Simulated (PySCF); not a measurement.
Ga: ionisation energy

Ga [Ar] 3d10 4s2 4p1 (2P) → Ga⁺ [Ar] 3d10 4s2 (1S), as a difference of total energies. Calculation: PySCF 2.14, in x2c-TZVPPall (6s5p4d1f, 48 functions); the spin-free X2C one-electron Hamiltonian (Gaussian nucleus). Correlated levels: valence: [Ar] 3d10 frozen. The calculations carry no spin-orbit coupling.

```tsv
method	ionisation energy (eV)	error (eV)
UHF	5.516	-0.415
MP2 (valence)	5.721	-0.210
SCS-MP2 (valence)	5.704	-0.227
CCSD (valence)	5.780	-0.151
CCSD(T) (valence)	5.803	-0.128
CCSDT (valence)	5.810	-0.121
```

Reference: 5.931 eV (measured; NIST levels, between the centres of gravity of the two terms).

Errors of the correlated levels include the incompleteness of this basis and the frozen core.
